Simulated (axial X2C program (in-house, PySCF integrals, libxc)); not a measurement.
# CoH⁺: nuclear properties from DFT to coupled cluster

Computed with an axial X2C code built on PySCF integrals: two-component X2C with atomic mean-field Coulomb and Gaunt terms, Gaussian nuclei, basis Co dyall-acv3z, H dyall-av3z with contracted cores.

R = 1.500 Å (near the PBE0 minimum at charge 1 of the determinant lowest at the starting distance; the state shown can have its own minimum elsewhere); state Ω = 9/2 (⟨Sz⟩ = 1.50, ⟨Lz⟩ = 3.00 at PBE0).

| level | Eeff magnitude (GV/cm) | Ws magnitude Co (kHz) | A∥/gI Co (MHz) | qzz Co (a.u.) | A∥/gI H (MHz) |
| --- | --- | --- | --- | --- | --- |
| PBE0 | 0.666 | 0.0509 | 580 | 0.14 | 4.36 |
| HF | 0.454 | 0.0329 | 521 | 0.32 | -2.71 |
| B3LYP | 0.653 | 0.0501 | 591 | 0.14 | 5.03 |

Eeff is the effective electric field on the electron electric dipole moment in this Ω state and Ws the scalar–pseudoscalar constant of the nucleus named (defined with the proton number Z and per Ω); A∥ (defined per Ω) follows by multiplying with gI = μI/(I μN); qzz is the electric field gradient, eQq0 = 234.96 MHz × Q/barn × qzz. The operators were transformed with the bare-nucleus X2C matrices; with these basis sets, hyperfine constants and field gradients can be off by tens of per cent, and where levels differ in sign neither size nor sign is settled.

Finite-field MP2, CCSD and CCSD(T), with 17 electrons correlated in 130 natural virtual spinors (MP2 remainder added):

```
  level  Eeff magnitude (GV/cm)  Ws magnitude Co (kHz)  A∥/gI Co (MHz)  qzz Co (a.u.)  A∥/gI H (MHz)
    MP2                   0.564                 0.0413             517           0.45           3.05
   CCSD                   0.625                 0.0473             520           0.31           3.97
CCSD(T)                   0.618                 0.0469             530           0.35           3.92
```

T1 = 0.037 (Lee–Taylor), a sign of multireference character. One unrestricted determinant, the lowest of a limited PBE0 search, is the reference; the functionals treat spin collinearly. With several open shells it need not be a pure state. Correlation of the inner shells is missing, which matters for properties at the nucleus. Number of frozen shells: Co 2 s, 1 p; H none.

Problem. By how much does correlation change each value, CCSD(T) against HF?

Solution. Eeff magnitude 36 %; Ws magnitude Co 43 %; A∥/gI Co 2 %; qzz Co 9 %; A∥/gI H from -2.71 to 3.92, a change of sign.
